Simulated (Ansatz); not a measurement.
`C[SiH2][O][ZnH]` and `C[SiH2][O][GeH3]` differ in one atom or group.

Ansatz, PBE0-D4/def2-TZVP geometries, multiplicity 1. Each molecule was computed in one conformer, which needn't be the lowest.

Scalar relativity is left out up to krypton.

```
                                        property  `C[SiH2][O][ZnH]`
              LUMO energy (PBE0/def2-TZVPP) / eV              -0.41
             LUMO energy (B3LYP/def2-TZVPP) / eV              -0.70
size of the dipole moment (B3LYP/def2-TZVPP) / D               1.20
           HOMO–LUMO gap (B3LYP/def2-TZVPP) / eV               7.09
  zero-point energy (PBE0-D4/def2-TZVP) / kJ/mol              169.1
         HOMO–LUMO gap (ωB97M-V/def2-TZVPP) / eV              11.22
```

Problem. Give the same properties after the change, and the shifts. (An estimate is asked.)

Solution. Ansatz gave: 
```tsv
property	`C[SiH2][O][GeH3]`	shift
LUMO energy (PBE0/def2-TZVPP) / eV	0.05	0.46
LUMO energy (B3LYP/def2-TZVPP) / eV	-0.19	0.51
size of the dipole moment (B3LYP/def2-TZVPP) / D	0.50	-0.70
HOMO–LUMO gap (B3LYP/def2-TZVPP) / eV	7.86	0.77
zero-point energy (PBE0-D4/def2-TZVP) / kJ/mol	214.4	45.3
HOMO–LUMO gap (ωB97M-V/def2-TZVPP) / eV	12.36	1.14
```

With PBE0 the HOMO falls by 0.28 eV and the LUMO rises by 0.46 eV, so the gap widens by about 0.74 eV. PBE moves the HOMO by -0.22 eV and ωB97M-V by -0.27 eV. The zero-point energy changes by 45.3 kJ/mol with +6 modes. Dipoles are sizes alone; their direction can turn.

B3LYP here is the variant with VWN-RPA as its local correlation; programs differ in this.
